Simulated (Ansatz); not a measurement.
`N=C[SiH]1C=N1` + `BBN` → `N[SiH]1C=N1` + `BBC=N`  (redistribution)

Program: Ansatz. Geometries: PBE0-D4/def2-TZVP. ΔE: electronic, gas phase. CCSD(T)/CBS is the MP2 limit (def2-TZVPP, def2-QZVPP) plus CCSD(T) − MP2 in def2-TZVPP, frozen cores. DFT in def2-TZVPP. HSE06 is defined as in plane-wave codes. Each species was taken in one conformer, which may not be the lowest.

Is it downhill or uphill in electronic energy at CCSD(T)/CBS, and by how much? (An estimate is asked.)

The calculation gave: Uphill: ΔE = +61.7 kJ/mol.

What do these levels give: r2SCAN-D4, BHLYP-D4, r2SCAN, PBE0, r2SCAN0, HSE06, RPA@PBE/def2-TZVPP, MP2/def2-SVP, CCSD(T)/def2-SVP, MP2/def2-TZVPP, SCS-MP2/def2-TZVPP, HF/def2-QZVPP? (Best estimate.)

The calculation gave: r2SCAN-D4 60.9, BHLYP-D4 58.3, r2SCAN 60.9, PBE0 65.1, r2SCAN0 59.5, HSE06 65.3, RPA@PBE/def2-TZVPP 71.9, MP2/def2-SVP 91.1, CCSD(T)/def2-SVP 93.7, MP2/def2-TZVPP 65.0, SCS-MP2/def2-TZVPP 63.9, HF/def2-QZVPP 47.2 kJ/mol.

Largest T1 diagnostic among the species: 0.016.

From BLYP to BHLYP (50 % exact exchange), in def2-TZVPP and without D4, ΔE moves by −10.1 kJ/mol. Leaving LDA and LC-ωPBE aside and taking each functional with its dispersion term where it has one, the values, not all of them listed here, spread over 13.4 kJ/mol, from B97M-V to PBE-D4.
